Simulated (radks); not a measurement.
The numbers below are computed, except where a source is named.
All-electron atom: Kr V in [Ar] 3d10 4s2 4p2. Code: a radial shooting solver on a logarithmic mesh with Libxc functionals. Model: scalar-relativistic Kohn-Sham, HCTH/407, spin-polarised, spherical densities, point nucleus; open shells are filled with parallel spins first.

Normalised radial functions P(r) = r R(r), r in bohr:

```
   r/bohr * 3d down, o 4p down (the largest magnitude, 1.35, reaches the edge; | marks zero, & curves that meet)
 0.001816                             &
 0.002064                             &
 0.002365                             &
 0.002688                             &
 0.003055                             &
   0.0035                             &
 0.003977                             &
 0.004521                             &
 0.005179                             &
 0.005886                             &
 0.006744                             &
 0.007665                             &
 0.008711                             &
 0.009981                             &
  0.01134                             &
  0.01289                             *o
  0.01477                             *o
  0.01679                             *o
  0.01923                             *o
  0.02186                             *o
  0.02484                             * o
  0.02846                             * o
  0.03235                             * o
  0.03706                             |* o
  0.04212                             |* o
  0.04788                             |*  o
  0.05485                             |*  o
  0.06234                             | *  o
  0.07085                             |  * o
  0.08118                             |   *o
  0.09226                             |    *o
   0.1057                             |    o*
   0.1201                             |    o  *
   0.1365                             |   o     *
   0.1564                             |  o        *
   0.1778                             |o             *
   0.2021                            o|                *
   0.2315                          o  |                   *
   0.2631                        o    |                      *
   0.3015                      o      |                        *
   0.3426                     o       |                         *
   0.3894                    o        |                          *
   0.4461                     o       |                          *
   0.5071                      o      |                         *
   0.5809                         o   |                       *
   0.6603                             o                    *
   0.7504                             |   o             *
   0.8597                             |        o     *
   0.9771                             |          *o
    1.111                             |       *      o
    1.272                             |     *          o
    1.446                             |   *             o
    1.657                             | *              o
    1.883                             |*             o
     2.14                             |*          o
    2.452                             *        o
    2.787                             *      o
    3.167                             *   o
    3.629                             * o
    4.124                             *o
    4.725                             &
     5.37                             &
```

3d down: eigenvalue -139.55 eV, 0 radial nodes, <r> = 0.548 bohr, 90 % of the charge inside 0.893 bohr. 4p down (empty): eigenvalue -54.844 eV, 2 radial nodes at r = 0.193, 0.661 bohr, <r> = 1.63 bohr, 90 % of the charge inside 2.43 bohr.
